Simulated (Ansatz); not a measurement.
Relative stability

The two ends of one reaction step of BNH$_{5}$Cl$_{3}$O, closed shell (PBE0-D4/def2-TZVP).

A:

| atom | x (Å) | y (Å) | z (Å) |
| --- | --- | --- | --- |
| B1 | -1.3891 | -1.2491 | -0.0669 |
| Cl2 | 1.9298 | 1.2434 | -1.5397 |
| Cl3 | -0.1728 | -1.7253 | 1.1438 |
| Cl4 | -3.0296 | -1.8471 | 0.1384 |
| H5 | 1.0548 | 1.7418 | 1.8292 |
| N6 | -1.0452 | -0.4368 | -1.1226 |
| H7 | 1.8407 | 1.2324 | -0.2150 |
| O8 | 1.5767 | 1.0504 | 1.4135 |
| H9 | -0.1133 | -0.0798 | -1.2883 |
| H10 | -1.7246 | -0.1605 | -1.8112 |
| H11 | 1.0726 | 0.2306 | 1.5187 |

B:

```
11
angstrom
B -0.0550 -1.2232 -0.1408
Cl 1.7668 -1.0047 -0.3685
Cl -0.7085 -2.6312 -1.0953
Cl -0.5283 -1.2703 1.6319
H -0.3359 0.9169 -0.2222
N -0.7214 0.0977 -0.7328
H 1.5171 1.2484 0.7021
O 0.7833 1.8678 0.8226
H -0.5115 0.1838 -1.7240
H -1.7304 0.0586 -0.6154
H 0.5238 1.7562 1.7423
```

Program: Ansatz 0.2.0. Basis: def2-TZVPP. Cores are frozen in the correlated methods. B3LYP uses VWN-RPA correlation.

Question: Which structure is lower at CCSD(T), and by how much? (To be estimated.)

Answer: The calculation gives: B, by 14.91 kcal/mol (electronic energy, against the other). By their contacts, A is a complex of BNH₂Cl₂ ([NH2][B]([Cl])[Cl]) + HCl + H₂O and B is a complex of BNH₃Cl₃ ([NH3][B]([Cl])([Cl])[Cl]) + H₂O.

All methods give the same order:

| method | E(B) − E(A) (kcal/mol) |
| --- | --- |
| SPW92 | -17.40 |
| PBE-D4 | -13.21 |
| BLYP-D4 | -9.71 |
| r2SCAN-D4 | -14.47 |
| B97M-V | -13.31 |
| PBE0-D4 | -15.53 |
| B3LYP-D4 | -11.48 |
| r2SCAN0-D4 | -16.03 |
| BHLYP-D4 | -13.59 |
| CAM-B3LYP-D4 | -12.35 |
| wB97X-V | -15.73 |
| wB97M-V | -15.54 |
| B2PLYP | -11.62 |
| PBE-QIDH | -17.11 |
| RPA on PBE | -14.06 |
| HF | -9.51 |
| MP2 | -16.84 |
| CCSD | -14.26 |
| CCSD(T) | -14.91 |

The T1 diagnostic stays at or below 0.010.

Labels in which every atom is bracketed show which atoms are joined, not bond orders.

For scale, one of the runs: CCSD(T)/def2-TZVPP, 289 basis functions, launched by `ansatz run in.yaml --threads 8 --pin off --events-out ev --progress --plain --max-ram 19148MiB`. The run took 3.2 min on 8 CPU threads of an Arm Neoverse V2 (shared host), with 8.8 GiB of host memory at its peak.
